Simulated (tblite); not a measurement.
A geometry optimisation, step by step.

C5H11BSSi.
Atom-mapped SMILES: `[CH2:1]=[CH:2][Si:3]1([BH:4][S:5][CH3:6])[CH2:7][CH2:8]1` (hydrogens: H9, H10 on C1; H11 on C2; H12 on B4; H13, H14, H15 on C6; H16, H17 on C7; H18, H19 on C8)

Computed with GFN2-xTB (tblite), gas phase: L-BFGS steps from a force-field or distance-geometry start until the largest atomic force falls under 0.01 eV/Å. 8 of its 159 geometries are shown.

Step 0: E = -609.0130 eV, largest atomic force 1.546 eV/Å
```
atom  x, y, z in Å  |  force x, y, z in eV/Å
C1     -0.516    2.252    0.829   -0.403   0.170   0.577
C2     -0.959    1.198    1.502   -0.368   0.449   0.307
Si3    -0.674   -0.526    0.888    1.476  -0.254   0.385
B4      1.104   -1.261    0.786   -0.203  -0.212   0.213
S5      2.604   -0.162    1.079   -0.335  -0.216  -0.221
C6      2.782    0.255   -0.694    0.391   0.203  -0.723
C7     -1.522   -0.717   -0.802   -0.010   0.094  -1.065
C8     -2.166   -1.505    0.275   -0.927  -0.848   0.589
H9     -0.692    3.251    1.218    0.226  -0.080  -0.281
H10    -0.008    2.139   -0.111    0.046   0.160  -0.024
H11    -1.482    1.329    2.450    0.158   0.178  -0.197
H12     1.251   -2.407    0.506    0.278   0.423  -0.079
H13     1.864    0.753   -1.059    0.479  -0.351   0.200
H14     2.992   -0.663   -1.285   -0.203   0.618   0.404
H15     3.639    0.959   -0.808   -0.658  -0.595   0.251
H16    -2.114    0.161   -1.119    0.694  -0.804  -0.312
H17    -0.959   -1.329   -1.530   -0.764   0.841   0.087
H18    -2.001   -2.609    0.201   -0.720   1.167   0.239
H19    -3.154   -1.108    0.608    0.844  -0.941  -0.350
```

Step 23: E = -609.4454 eV, largest atomic force 0.330 eV/Å
```
atom  x, y, z in Å  |  force x, y, z in eV/Å
C1     -0.571    2.325    0.891    0.001  -0.024   0.070
C2     -0.967    1.208    1.486   -0.056   0.049   0.039
Si3    -0.609   -0.535    0.848   -0.054   0.029  -0.084
B4      1.158   -1.234    0.717   -0.171  -0.056  -0.062
S5      2.486   -0.047    1.116    0.021   0.005   0.140
C6      2.849    0.181   -0.649    0.130   0.053  -0.299
C7     -1.554   -0.805   -0.825    0.090   0.038  -0.055
C8     -2.190   -1.478    0.349   -0.071  -0.098   0.205
H9     -0.773    3.302    1.311    0.021  -0.065  -0.051
H10    -0.022    2.324   -0.040   -0.055  -0.031   0.063
H11    -1.499    1.297    2.426   -0.008   0.026  -0.004
H12     1.468   -2.169    0.071   -0.005   0.112   0.064
H13     1.976    0.653   -1.105    0.177  -0.034  -0.020
H14     3.035   -0.781   -1.121    0.078   0.086   0.005
H15     3.713    0.833   -0.739   -0.017  -0.067   0.027
H16    -2.072    0.046   -1.236   -0.046   0.011  -0.003
H17    -1.143   -1.445   -1.588    0.052  -0.025  -0.029
H18    -2.144   -2.556    0.363   -0.058  -0.040  -0.039
H19    -3.152   -1.107    0.661   -0.028   0.033   0.034
```

Step 45: E = -609.8354 eV, largest atomic force 0.239 eV/Å
```
atom  x, y, z in Å  |  force x, y, z in eV/Å
C1     -0.739    2.321    1.111   -0.083  -0.023   0.017
C2     -1.204    1.181    1.598   -0.009  -0.120  -0.120
Si3    -0.787   -0.471    0.771   -0.022   0.018  -0.096
B4      1.024   -0.830    0.231    0.089   0.093   0.013
S5      2.299    0.349    0.626   -0.128   0.022  -0.095
C6      3.524    0.091   -0.717   -0.061  -0.029   0.167
C7     -1.838   -0.971   -0.779    0.022   0.046   0.108
C8     -2.393   -1.471    0.538   -0.014  -0.075  -0.165
H9     -0.928    3.272    1.583    0.020   0.091  -0.025
H10    -0.161    2.340    0.198    0.005   0.088   0.123
H11    -1.797    1.190    2.509    0.089   0.037  -0.115
H12     1.302   -1.613   -0.594   -0.005  -0.094   0.039
H13     3.104    0.452   -1.647   -0.080   0.012  -0.084
H14     3.753   -0.962   -0.784    0.089  -0.134  -0.047
H15     4.412    0.662   -0.477    0.061   0.021   0.093
H16    -2.414   -0.243   -1.336   -0.047  -0.123   0.078
H17    -1.407   -1.742   -1.409   -0.116   0.208   0.021
H18    -2.437   -2.540    0.673    0.080  -0.080  -0.020
H19    -3.323   -1.007    0.838    0.109   0.041   0.107
```

Step 68: E = -610.0988 eV, largest atomic force 0.193 eV/Å
```
atom  x, y, z in Å  |  force x, y, z in eV/Å
C1     -0.809    2.473    1.171    0.040   0.023  -0.017
C2     -1.281    1.246    1.339   -0.003   0.068   0.048
Si3    -0.800   -0.306    0.376   -0.028  -0.008  -0.058
B4      1.017   -0.700   -0.143    0.017  -0.038  -0.071
S5      2.176    0.625   -0.046    0.012   0.030   0.044
C6      3.784   -0.039   -0.631   -0.026   0.033  -0.005
C7     -2.249   -0.908   -0.728   -0.058   0.061  -0.011
C8     -2.211   -1.583    0.624    0.038   0.058  -0.054
H9     -1.133    3.307    1.779    0.012  -0.073   0.002
H10    -0.074    2.723    0.421   -0.010  -0.114  -0.025
H11    -1.996    1.095    2.139   -0.107   0.033  -0.014
H12     1.411   -1.724   -0.562   -0.071   0.047   0.046
H13     3.881    0.141   -1.699   -0.074  -0.059   0.039
H14     3.868   -1.095   -0.403   -0.057  -0.015  -0.033
H15     4.553    0.516   -0.105    0.059   0.020   0.033
H16    -3.082   -0.241   -0.919    0.097  -0.108   0.041
H17    -2.031   -1.541   -1.578   -0.019   0.070   0.040
H18    -1.998   -2.642    0.612   -0.009   0.011   0.034
H19    -3.034   -1.338    1.287    0.185  -0.042  -0.038
```

Step 90: E = -610.1675 eV, largest atomic force 0.120 eV/Å
```
atom  x, y, z in Å  |  force x, y, z in eV/Å
C1     -0.766    2.474    1.182    0.024  -0.031   0.038
C2     -1.390    1.308    1.245   -0.008   0.021  -0.045
Si3    -0.824   -0.199    0.280   -0.028  -0.049  -0.033
B4      0.982   -0.526   -0.289    0.055   0.009   0.046
S5      2.205    0.713    0.011   -0.008  -0.085  -0.018
C6      3.746   -0.102   -0.548    0.067  -0.063  -0.012
C7     -2.332   -0.910   -0.664    0.077  -0.050  -0.075
C8     -2.046   -1.634    0.622    0.043  -0.020   0.000
H9     -1.082    3.340    1.739   -0.012   0.054  -0.003
H10     0.110    2.593    0.566    0.058   0.086   0.036
H11    -2.271    1.214    1.867   -0.037   0.035   0.033
H12     1.375   -1.520   -0.774   -0.118   0.019   0.002
H13     3.824   -0.030   -1.628   -0.019   0.052  -0.008
H14     3.735   -1.143   -0.247   -0.010  -0.014   0.021
H15     4.582    0.404   -0.080   -0.002   0.077  -0.003
H16    -3.242   -0.335   -0.719   -0.003  -0.012   0.046
H17    -2.143   -1.462   -1.573   -0.053  -0.036  -0.002
H18    -1.699   -2.652    0.534   -0.018  -0.006  -0.018
H19    -2.774   -1.523    1.411   -0.008   0.013  -0.006
```

Step 113: E = -610.1971 eV, largest atomic force 0.059 eV/Å
```
atom  x, y, z in Å  |  force x, y, z in eV/Å
C1     -0.723    2.503    1.247    0.028  -0.003  -0.001
C2     -1.444    1.395    1.147    0.018  -0.006  -0.045
Si3    -0.864   -0.136    0.223    0.001  -0.011   0.028
B4      0.939   -0.487   -0.344   -0.007   0.001   0.008
S5      2.216    0.634    0.125    0.002  -0.019  -0.009
C6      3.745   -0.141   -0.521    0.005   0.026   0.009
C7     -2.352   -0.965   -0.652    0.030  -0.050   0.007
C8     -1.970   -1.648    0.632    0.015  -0.011   0.008
H9     -1.067    3.381    1.771   -0.004  -0.001   0.004
H10     0.260    2.576    0.806   -0.001   0.006   0.032
H11    -2.425    1.378    1.606   -0.031  -0.022   0.003
H12     1.257   -1.437   -0.952    0.010   0.005   0.008
H13     3.747   -0.075   -1.604   -0.010  -0.037  -0.019
H14     3.801   -1.175   -0.195   -0.029   0.025  -0.023
H15     4.580    0.421   -0.118    0.032   0.014   0.013
H16    -3.297   -0.446   -0.656   -0.020  -0.007  -0.021
H17    -2.189   -1.535   -1.555   -0.024   0.046  -0.014
H18    -1.547   -2.636    0.529   -0.004   0.002   0.020
H19    -2.677   -1.597    1.445   -0.012   0.045  -0.008
```

Step 135: E = -610.2104 eV, largest atomic force 0.048 eV/Å
```
atom  x, y, z in Å  |  force x, y, z in eV/Å
C1     -0.713    2.455    1.353    0.019  -0.004  -0.003
C2     -1.463    1.393    1.090   -0.028   0.016  -0.009
Si3    -0.843   -0.159    0.233    0.007   0.006   0.012
B4      0.964   -0.526   -0.308    0.010  -0.017  -0.007
S5      2.228    0.636    0.090   -0.008   0.032   0.027
C6      3.757   -0.107   -0.588    0.003   0.002  -0.030
C7     -2.316   -0.989   -0.671   -0.005   0.030  -0.033
C8     -2.021   -1.606    0.665   -0.001   0.011   0.008
H9     -1.107    3.342    1.829    0.029  -0.029   0.010
H10     0.337    2.480    1.102   -0.046   0.014   0.003
H11    -2.510    1.417    1.371    0.024   0.024  -0.014
H12     1.290   -1.495   -0.882    0.003   0.008   0.009
H13     3.711   -0.079   -1.672    0.008  -0.018  -0.014
H14     3.855   -1.129   -0.237   -0.004   0.011   0.006
H15     4.592    0.493   -0.238   -0.021  -0.013   0.007
H16    -3.246   -0.446   -0.759    0.032  -0.025   0.014
H17    -2.124   -1.605   -1.537    0.001  -0.002  -0.002
H18    -1.641   -2.616    0.656   -0.017  -0.016   0.004
H19    -2.760   -1.451    1.436   -0.007  -0.031   0.013
```

Step 158: E = -610.2131 eV, largest atomic force 0.010 eV/Å
```
atom  x, y, z in Å  |  force x, y, z in eV/Å
C1     -0.696    2.439    1.391    0.001  -0.001   0.002
C2     -1.470    1.413    1.067   -0.006  -0.003   0.003
Si3    -0.847   -0.160    0.251   -0.003   0.002  -0.003
B4      0.966   -0.528   -0.270   -0.008   0.002  -0.005
S5      2.223    0.658    0.078   -0.004  -0.001  -0.005
C6      3.741   -0.096   -0.617    0.000   0.000   0.001
C7     -2.298   -0.999   -0.680   -0.002   0.001  -0.003
C8     -2.032   -1.607    0.667    0.007   0.001   0.000
H9     -1.080    3.335    1.854    0.003   0.002   0.006
H10     0.366    2.424    1.205    0.006   0.007  -0.003
H11    -2.532    1.481    1.278   -0.001   0.000   0.001
H12     1.299   -1.509   -0.818    0.000  -0.004   0.001
H13     3.676   -0.093   -1.700   -0.003  -0.002   0.003
H14     3.849   -1.109   -0.244   -0.002   0.007   0.005
H15     4.578    0.514   -0.293    0.005  -0.003  -0.003
H16    -3.227   -0.460   -0.787    0.004   0.005  -0.005
H17    -2.088   -1.619   -1.538    0.004  -0.004   0.004
H18    -1.648   -2.616    0.671   -0.006  -0.007   0.003
H19    -2.792   -1.458    1.420    0.004  -0.004  -0.001
```

Question: Summarise the path.

Answer: The energy falls by 27.68 kcal/mol from step 0 to step 158; nine tenths of that is first reached at step 68. It falls at every step. The largest force goes from 1.546 to 0.010 eV/Å. Among the bonds B4–S5 changes most, from 1.882 to 1.763 Å; the atoms move by 1.182 Å rms after alignment.

Question: Follow the three bonds and two angles with the largest change from start to end.

Answer: 
```json
{"step": "0", "E above end (kcal/mol)": "27.68", "largest force (eV/Å)": "1.546", "B4–S5 (Å)": "1.882", "C8–H18 (Å)": "1.119", "C8–H19 (Å)": "1.116", "B4–Si3–C7 (°)": "109.0", "B4–S5–C6 (°)": "93.4"}
{"step": "7", "E above end (kcal/mol)": "20.23", "largest force (eV/Å)": "0.196", "B4–S5 (Å)": "1.858", "C8–H18 (Å)": "1.080", "C8–H19 (Å)": "1.080", "B4–Si3–C7 (°)": "109.8", "B4–S5–C6 (°)": "95.5"}
{"step": "14", "E above end (kcal/mol)": "19.46", "largest force (eV/Å)": "0.217", "B4–S5 (Å)": "1.847", "C8–H18 (Å)": "1.079", "C8–H19 (Å)": "1.077", "B4–Si3–C7 (°)": "110.0", "B4–S5–C6 (°)": "94.5"}
{"step": "21", "E above end (kcal/mol)": "18.04", "largest force (eV/Å)": "0.158", "B4–S5 (Å)": "1.834", "C8–H18 (Å)": "1.078", "C8–H19 (Å)": "1.078", "B4–Si3–C7 (°)": "109.3", "B4–S5–C6 (°)": "90.6"}
{"step": "27", "E above end (kcal/mol)": "17.18", "largest force (eV/Å)": "0.275", "B4–S5 (Å)": "1.830", "C8–H18 (Å)": "1.080", "C8–H19 (Å)": "1.080", "B4–Si3–C7 (°)": "110.2", "B4–S5–C6 (°)": "90.9"}
{"step": "34", "E above end (kcal/mol)": "12.70", "largest force (eV/Å)": "0.584", "B4–S5 (Å)": "1.775", "C8–H18 (Å)": "1.074", "C8–H19 (Å)": "1.072", "B4–Si3–C7 (°)": "105.2", "B4–S5–C6 (°)": "97.7"}
{"step": "41", "E above end (kcal/mol)": "9.61", "largest force (eV/Å)": "0.256", "B4–S5 (Å)": "1.769", "C8–H18 (Å)": "1.080", "C8–H19 (Å)": "1.083", "B4–Si3–C7 (°)": "104.3", "B4–S5–C6 (°)": "101.4"}
{"step": "48", "E above end (kcal/mol)": "7.95", "largest force (eV/Å)": "0.221", "B4–S5 (Å)": "1.769", "C8–H18 (Å)": "1.078", "C8–H19 (Å)": "1.080", "B4–Si3–C7 (°)": "104.0", "B4–S5–C6 (°)": "104.3"}
{"step": "55", "E above end (kcal/mol)": "5.88", "largest force (eV/Å)": "0.459", "B4–S5 (Å)": "1.766", "C8–H18 (Å)": "1.082", "C8–H19 (Å)": "1.083", "B4–Si3–C7 (°)": "108.3", "B4–S5–C6 (°)": "107.8"}
{"step": "62", "E above end (kcal/mol)": "3.64", "largest force (eV/Å)": "0.290", "B4–S5 (Å)": "1.761", "C8–H18 (Å)": "1.083", "C8–H19 (Å)": "1.081", "B4–Si3–C7 (°)": "116.0", "B4–S5–C6 (°)": "107.8"}
{"step": "69", "E above end (kcal/mol)": "2.52", "largest force (eV/Å)": "0.159", "B4–S5 (Å)": "1.761", "C8–H18 (Å)": "1.081", "C8–H19 (Å)": "1.084", "B4–Si3–C7 (°)": "120.2", "B4–S5–C6 (°)": "106.6"}
{"step": "76", "E above end (kcal/mol)": "1.95", "largest force (eV/Å)": "0.123", "B4–S5 (Å)": "1.761", "C8–H18 (Å)": "1.078", "C8–H19 (Å)": "1.079", "B4–Si3–C7 (°)": "124.5", "B4–S5–C6 (°)": "105.2"}
{"step": "82", "E above end (kcal/mol)": "1.65", "largest force (eV/Å)": "0.113", "B4–S5 (Å)": "1.765", "C8–H18 (Å)": "1.079", "C8–H19 (Å)": "1.078", "B4–Si3–C7 (°)": "123.4", "B4–S5–C6 (°)": "104.5"}
{"step": "89", "E above end (kcal/mol)": "1.11", "largest force (eV/Å)": "0.125", "B4–S5 (Å)": "1.767", "C8–H18 (Å)": "1.079", "C8–H19 (Å)": "1.080", "B4–Si3–C7 (°)": "122.6", "B4–S5–C6 (°)": "102.6"}
{"step": "96", "E above end (kcal/mol)": "0.71", "largest force (eV/Å)": "0.133", "B4–S5 (Å)": "1.761", "C8–H18 (Å)": "1.079", "C8–H19 (Å)": "1.081", "B4–Si3–C7 (°)": "120.6", "B4–S5–C6 (°)": "103.3"}
{"step": "103", "E above end (kcal/mol)": "0.52", "largest force (eV/Å)": "0.078", "B4–S5 (Å)": "1.762", "C8–H18 (Å)": "1.080", "C8–H19 (Å)": "1.079", "B4–Si3–C7 (°)": "121.0", "B4–S5–C6 (°)": "103.8"}
{"step": "110", "E above end (kcal/mol)": "0.41", "largest force (eV/Å)": "0.049", "B4–S5 (Å)": "1.763", "C8–H18 (Å)": "1.079", "C8–H19 (Å)": "1.078", "B4–Si3–C7 (°)": "121.4", "B4–S5–C6 (°)": "104.0"}
{"step": "117", "E above end (kcal/mol)": "0.31", "largest force (eV/Å)": "0.080", "B4–S5 (Å)": "1.763", "C8–H18 (Å)": "1.080", "C8–H19 (Å)": "1.080", "B4–Si3–C7 (°)": "120.4", "B4–S5–C6 (°)": "104.2"}
{"step": "124", "E above end (kcal/mol)": "0.25", "largest force (eV/Å)": "0.048", "B4–S5 (Å)": "1.764", "C8–H18 (Å)": "1.080", "C8–H19 (Å)": "1.079", "B4–Si3–C7 (°)": "120.6", "B4–S5–C6 (°)": "104.0"}
{"step": "131", "E above end (kcal/mol)": "0.14", "largest force (eV/Å)": "0.095", "B4–S5 (Å)": "1.765", "C8–H18 (Å)": "1.080", "C8–H19 (Å)": "1.080", "B4–Si3–C7 (°)": "120.5", "B4–S5–C6 (°)": "104.1"}
{"step": "137", "E above end (kcal/mol)": "0.05", "largest force (eV/Å)": "0.044", "B4–S5 (Å)": "1.763", "C8–H18 (Å)": "1.079", "C8–H19 (Å)": "1.079", "B4–Si3–C7 (°)": "120.4", "B4–S5–C6 (°)": "104.2"}
{"step": "144", "E above end (kcal/mol)": "0.02", "largest force (eV/Å)": "0.023", "B4–S5 (Å)": "1.763", "C8–H18 (Å)": "1.079", "C8–H19 (Å)": "1.079", "B4–Si3–C7 (°)": "120.4", "B4–S5–C6 (°)": "104.0"}
{"step": "151", "E above end (kcal/mol)": "0.01", "largest force (eV/Å)": "0.018", "B4–S5 (Å)": "1.763", "C8–H18 (Å)": "1.079", "C8–H19 (Å)": "1.079", "B4–Si3–C7 (°)": "120.0", "B4–S5–C6 (°)": "104.0"}
{"step": "158", "E above end (kcal/mol)": "0.00", "largest force (eV/Å)": "0.010", "B4–S5 (Å)": "1.763", "C8–H18 (Å)": "1.079", "C8–H19 (Å)": "1.079", "B4–Si3–C7 (°)": "119.9", "B4–S5–C6 (°)": "103.9"}
```

The cost below is that of the whole relaxation. The run took 4.9 s wall on one thread of an Intel Xeon at 2.50 GHz, on a shared host.
